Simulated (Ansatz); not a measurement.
CH$_{3}$Cl$_{3}$TeTiZn (`[CH3][Zn][Te][Ti]([Cl])([Cl])[Cl]`): the same geometry under several functionals.

```yaml
crystal:
  periodic: [false, false, false]
  atoms:
    - {symbol: C, position_ang: [-0.087047, -1.177322, 2.241958]}
    - {symbol: Zn, position_ang: [0.506515, -0.473250, 0.525074]}
    - {symbol: Te, position_ang: [2.108074, -0.025857, -1.412717]}
    - {symbol: Ti, position_ang: [-0.013864, 1.155673, -2.138650]}
    - {symbol: Cl, position_ang: [0.409092, 3.270080, -2.401998]}
    - {symbol: Cl, position_ang: [-1.517389, 0.843326, -0.514911]}
    - {symbol: Cl, position_ang: [-0.703574, 0.285429, -4.005769]}
    - {symbol: H, position_ang: [-0.389220, -0.354429, 2.892191]}
    - {symbol: H, position_ang: [-0.943604, -1.837180, 2.092740]}
    - {symbol: H, position_ang: [0.714216, -1.737571, 2.725081]}
basis:
  gaussian: {orbitals: def2-TZVPP}
hamiltonian: {xc: {name: PBE-QIDH}}
correlation: {frozen_orbitals: {C: 1, Cl: 5, H: 0, Te: 9, Ti: 5, Zn: 9}}
```

```sh
$ ansatz run in.yaml --threads 4 --pin off --events-out ev --progress --plain --backend cuda
```

It prints (some lines left out):

```
Functional definition: PBE-QIDH
2533 factors; integrals over basis functions are off by at most 1.1e-3 eV
mean field evaluation 1: about -117415.9975 eV, gradient 5.3e1 eV
mean field evaluation 2: about -117416.3909 eV, gradient 5.3e1 eV
mean field evaluation 4: about -117422.0122 eV, gradient 2.4e1 eV
mean field evaluation 8: about -117423.0002 eV, gradient 9.5e-1 eV
mean field evaluation 16: about -117423.0140 eV, gradient 1.7e-2 eV
mean field evaluation 32: about -117423.0140 eV, gradient 3.6e-6 eV
mean field -117423.01397142 eV, -4315.2161712722 hartree, gradient 3.6e-6 eV, S^2 0.000000; 0 other end points of the search recorded, 0 dependent functions left out
39 core orbitals not correlated, not the lowest: weight in the atoms' cores, before any rotation towards them, 0.962 or more for the frozen orbitals, at most 0.073 for the correlated occupied ones
reference -117423.01398814 eV, -4315.2161718866 hartree; 29, 29 occupied and 309, 309 virtual orbitals, 2533 factors
second order -57.50650533 eV of doubles, -0.00000000 eV of singles
Total energy: -117442.18282325 eV, -4315.9206135838 hartree
```

It took 4.8 s on 4 threads of an AMD EPYC 7R13 on a shared host and a share of an NVIDIA H100 80 GB, with 1.8 GiB of host memory at the peak.

With the line `hamiltonian: {xc: {name: wB97M-V}}` and forces (abridged; 7 s):

```
Functional definition: wB97M-V
mean field evaluation 16: about -117484.4068 eV, gradient 5.0e-3 eV
mean field -117484.40681384 eV, -4317.4723166177 hartree, gradient 6.7e-5 eV, S^2 0.000000
Total energy: -117484.40687809 eV, -4317.4723189785 hartree
Atom 0 force     0.006935     0.012672    -0.032145 eV/Å
Atom 1 force     0.098001    -0.014927    -0.040292 eV/Å
Atom 2 force    -0.193801     0.063712     0.015973 eV/Å
Atom 3 force     0.199276    -0.097729     0.041980 eV/Å
Atom 4 force     0.001805     0.034050    -0.004027 eV/Å
Atom 5 force    -0.084657     0.015825     0.029037 eV/Å
Atom 6 force    -0.015282    -0.011047    -0.028181 eV/Å
Atom 7 force     0.013439    -0.086944    -0.020732 eV/Å
Atom 8 force     0.062905     0.044780     0.048852 eV/Å
Atom 9 force    -0.088622     0.039608    -0.010465 eV/Å
Dipole moment:    -0.004215    -0.140417     0.264066 e Å
```

With the line `hamiltonian: {xc: pbe0, dispersion: d4}` (abridged; 4.6 s):

```
Functional definition: PBE0
mean field evaluation 16: about -117466.4563 eV, gradient 3.4e-3 eV
mean field -117466.45634004 eV, -4316.8126488725 hartree, gradient 3.6e-5 eV, S^2 0.000000
Total energy: -117466.86563115 eV, -4316.8276900435 hartree
```

The same input with `hamiltonian: {xc: lda}` (abridged; 5 s):

```
Functional definition: SPW92
mean field evaluation 16: about -117217.0788 eV, gradient 5.8e-1 eV
mean field -117217.07894668 eV, -4307.6481987007 hartree, gradient 4.6e-5 eV, S^2 0.000000
Total energy: -117217.07899796 eV, -4307.6482005852 hartree
```

The same input with `hamiltonian: {xc: {name: r2SCAN0}, dispersion: d4}` (abridged; 5 s):

```
Functional definition: r2SCAN0
mean field evaluation 16: about -117487.8395 eV, gradient 1.9e-3 eV
mean field -117487.83946839 eV, -4317.5984643455 hartree, gradient 6.7e-5 eV, S^2 0.000000
Total energy: -117487.97943824 eV, -4317.6036081424 hartree
```

With the line `hamiltonian: {xc: {name: BHLYP}, dispersion: d4}` (abridged; 10 s):

```
Functional definition: BHLYP
mean field evaluation 16: about -117487.1091 eV, gradient 6.2e-3 eV
mean field -117487.10909878 eV, -4317.5716237574 hartree, gradient 2.2e-5 eV, S^2 0.000000
Total energy: -117487.85811223 eV, -4317.5991494941 hartree
```
